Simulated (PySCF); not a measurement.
An unknown is described by computed data only.

Elements present: C, F, H and O. Monoisotopic mass: 144.0387 u.

- UV, strongest line: among the 6 lowest singlet transitions: S4 at 6.81 eV (182 nm, f = 0.557) [TDDFT PBE0/def2-SVPD]
- Dipole: 1.76 D [PBE0/def2-SVPD]
- 13C NMR: chemical shifts (computed TMS as zero) by class: 163.8 (1 C), 143.8 (1 C), 136.1 (1 C), 121.8 (1 C), 121.2 (1 C), 120.8 (1 C), 114.4 (1 C) ppm [GIAO PBE0/pcSseg-1]
- Polarisability: 85.5 au [PBE0/def2-SVPD]
- NMR, other nuclei: isotropic shieldings of nuclei other than C and H, by class: 208 (1 O), 314 (2 F) ppm [GIAO PBE0/pcSseg-1]
- 1H NMR: chemical shifts (computed TMS as zero) by class: 7.70 (1 H), 7.29 (1 H), 7.26 (1 H), 7.03 (1 H), 6.92 (1 H), 4.50 (1 H) ppm [GIAO PBE0/pcSseg-1]
- Triplet: lowest triplet excitation (Tamm–Dancoff): 3.99 eV [TDA PBE0/def2-SVPD]
- Rotational structure: rotational constants A, B, C: 2.542, 0.907, 0.681 GHz [GFN2-xTB]

Electronic properties: PySCF, gas phase, density fitting. Levels stand in brackets. The structure is a single GFN2-xTB conformer in the gas phase; no vibrational or solvent corrections. NMR classes are plain means over equivalent atoms (diastereotopic ones count apart unless rotation or inversion swaps them), as if these changed places fast.

Question: Which formula fits the mass and the elements?

Answer: C7H6F2O (calculated 144.0387). No other formula that holds each of these elements comes within 0.0003 u with a fitting electron parity and a possible valence count.

Question: Give a SMILES that accounts for the data.

Answer: Numbering: `[OH:1][c:2]1[cH:3][cH:4][cH:5][c:6]([CH:7]([F:8])[F:9])[cH:10]1`. Its formula, C7H6F2O, gives 4 degrees of unsaturation: 1 ring and 3 π bonds in the structure found (Kekulé form). 7 carbons fall into 7 classes; from least to most shielded: aromatic carbon bearing oxygen [C2] (163.8 ppm), substituted aromatic carbon [C6] (143.8 ppm), aromatic CH carbon [C4] (136.1 ppm), aromatic CH carbon [C5] (121.8 ppm), aromatic CH carbon [C3] (121.2 ppm), CHF2 carbon [C7] (120.8 ppm), aromatic CH carbon [C10] (114.4 ppm). Hydrogen classes from least to most shielded: 1 H on an aromatic CH carbon, C4 (7.70 ppm), 1 H on an aromatic CH carbon, C5 (7.29 ppm), 1 H on an aromatic CH carbon, C3 (7.26 ppm), 1 H on a CHF2 carbon, C7 (7.03 ppm), 1 H on an aromatic CH carbon, C10 (6.92 ppm), 1 H on a phenol-type oxygen, O1 (4.50 ppm). The other shieldings belong to: 208 ppm, phenol-type oxygen [O1]; 314 ppm, fluorine of a CF2 group [F8/F9]. The optimised geometry has point group C1 and is an asymmetric top. Structure: `Oc1cccc(C(F)F)c1`. Computed isomers that give other values at the same levels: `FC(F)Oc1ccccc1` (13C chemical shifts (computed TMS as zero) by class: 160.6 (1 C), 135.7 (2 C), 129.5 (1 C), 123.0 (1 C), 121.4 (2 C) ppm); `COc1ccc(F)c(F)c1` (13C chemical shifts (computed TMS as zero) by class: 162.6 (1 C), 160.4 (1 C), 153.9 (1 C), 124.9 (1 C), 118.7 (1 C), 103.5 (1 C), 56.4 (1 C) ppm); `C=C1C=C/C1=C(\F)OCF` (13C chemical shifts (computed TMS as zero) by class: 153.6 (1 C), 150.6 (1 C), 147.9 (1 C), 147.3 (1 C), 112.7 (1 C), 105.4 (1 C), 101.5 (1 C) ppm). The assignments are read from this structure; whether some other isomer fits the data as well wasn't checked.

The values belong to the conformer `[OH:1][c:2]1[cH:3][cH:4][cH:5][c:6]([CH:7]([F:8])[F:9])[cH:10]1`: C5–C6–C7–F8 -36°, H–O1–C2–C3 179°.
